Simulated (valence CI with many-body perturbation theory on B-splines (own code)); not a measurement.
Values are calculated unless marked as measured or tabulated.
# Basis-set convergence for Ba41+

Method: relativistic CI+MBPT: five valence electrons over a frozen Dirac-Fock core [Ne], radial functions for each j: 9 s, 9 p, 8 d, 6 f, 3 g, 1 h, with the one-electron correlation potential Σ1, the two-electron term Σ2, the three-electron term Σ3, Breit, model QED; selected CI, second order for the rest, scaled by the run's own slope (own B-spline code, finite nucleus).

No measured spectrum was set against this ion. As an estimate, large intervals hold to a few tenths of a per cent, small ones and those within an open d or f shell to about a per cent. Among the levels kept, up to 1500 cm⁻¹ of a level comes from second order outside the variational space, and about a tenth of that is noise between levels of different J, which matters for small intervals.

The reference run has the lowest level (3s^2 3p1/2^2 3p3/2) J=3/2 and an ionisation energy of 3084.10 eV. Its largest variational space holds 20000 state functions.

Levels are named by their leading jj configuration (3d3/2^4 stands for four electrons in 3d with j = 3/2), which in mixed levels can hold well under half, so a name can repeat and another be missing. Letters in brackets count levels of one name in rising energy.

Changed runs:
A. basis 6 s, 6 p, 5 d, 3 f, 1 g
B. basis 5 s, 5 p, 4 d, 2 f

Excitation energies of the reference run in cm⁻¹, and shifts in cm⁻¹:

```csv
Level,Reference,A,B
(3s^2 3p1/2 3p3/2^2) J=3/2,689476,-108,-330
(3s^2 3p1/2 3p3/2^2) J=5/2,758530,+29,+161
(3s^2 3p1/2 3p3/2^2) J=1/2,843739,+76,+307
(3s^2 3p1/2^2 3d3/2) J=3/2,1285450,+299,+661
(3s^2 3p1/2^2 3d5/2) J=5/2,1481660,+137,+193
(3s^2 3p3/2^3) J=3/2,1543020,-15,+28
(3s 3p1/2^2 3p3/2^2) J=5/2,1641600,+116,+327
(3s 3p1/2^2 3p3/2^2) J=1/2,1773000,-3.9,+21
(3s 3p1/2^2 3p3/2^2) J=3/2,1779200,+26,+22
(3s^2 3p1/2 3p3/2 3d3/2) J=5/2 [a],1970100,+219,+392
(3s^2 3p1/2 3p3/2 3d3/2) J=3/2 [a],1979180,+157,+244
(3s^2 3p1/2 3p3/2 3d3/2) J=1/2 [a],1983550,+127,+130
Ionisation energy (eV),3084.10,-0.041,-0.14
```
